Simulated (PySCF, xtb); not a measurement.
C2H3BClNO2, SMILES O(C)B(N=C=O)Cl. The values are those of a single conformer.

Harmonic wavenumbers (cm⁻¹) from xtb with GFN2-xTB at its own minimum, in rising order: 68, 73, 99, 166, 173, 306, 391, 480, 507, 517, 575, 920, 1023, 1125, 1134, 1314, 1404, 1458, 1460, 1558, 2511, 2981, 2982, 2989.

**Question.** What does PySCF with PBE-D3(BJ)/def2-SVP give at its own minimum? (Estimate from the structure and the level; the computed values follow.)

**Answer.** 52, 72, 101, 147, 204, 328, 416, 553, 554, 588, 605, 1010, 1034, 1141, 1142, 1342, 1417, 1420, 1442, 1564, 2396, 2964, 3063, 3063. Paired by order, the mean absolute difference is 35 cm⁻¹ and the zero-point energies are 37.5 and 38.1 kcal/mol.
